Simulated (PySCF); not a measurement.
## Working out the excitation energy of Te

Te [Kr] 4d10 5s2 5p4 (3P) → Te [Kr] 4d10 5s1 5p5 (3P). Calculation: PySCF 2.14, in def2-TZVPPD with the def2 core potential (28 electrons) (7s6p4d2f, 59 functions); a scalar-relativistic core potential. Frozen: nothing. Energies in hartree (1 hartree = 27.21139 eV):

```json
{"part": "UHF", "Te (lower)": "-267.005646", "Te (upper)": "-266.638783"}
{"part": "MP2 opposite-spin", "Te (lower)": "-0.316780", "Te (upper)": "-0.342031"}
{"part": "MP2 same-spin", "Te (lower)": "-0.179624", "Te (upper)": "-0.180603"}
```

What does Hartree-Fock give?

(-266.638783) − (-267.005646) = 0.366863 hartree = 9.983 eV.

What do MP2 and SCS-MP2 (6/5 opposite-spin, 1/3 same-spin) give?

The opposite-spin parts differ by -0.687 eV and the same-spin parts by -0.027 eV. MP2: 9.983 + (-0.687) + (-0.027) = 9.269 eV. SCS-MP2: 9.983 + 1.2 × (-0.687) + (-0.027)/3 = 9.150 eV.

The upper state lies above the first ionisation limit, where it may autoionise and the basis confines it.
